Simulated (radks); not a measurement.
The numbers below are computed, except where a source is named.
Q: These are the eigenvalues of the occupied orbitals of an atom or ion with whole-number occupations (eV). Level of theory: non-relativistic Kohn-Sham, TPSS, spin-polarised, spherical densities, point nucleus; meta-GGA in the generalised Kohn-Sham scheme (a radial shooting solver on a logarithmic mesh with Libxc functionals).

| orbital | eigenvalue |
|---|---|
| 1s | -18414.28 |
| 2s | -2562.295 |
| 2p | -2354.822 |
| 3s | -453.7875 |
| 3p | -374.7380 |
| 3d | -231.0891 |
| 4s | -86.5607 |
| 4p | -64.4237 |
| 4d | -30.8183 |

Which element is it, and in what charge state? The configuration may be excited.

A: Z = 41, niobium, charge +3: Nb3+ in [Kr] 4d(up 1, down 1). The list shows which subshells hold electrons but not how many an open one holds; the 1s level, -676.71 hartree, gives Z - s = 36.8 by -(Z - s)^2/2, which with screening narrows Z to a few neighbours, and the depths of the outer levels then fix element, charge and occupations together.
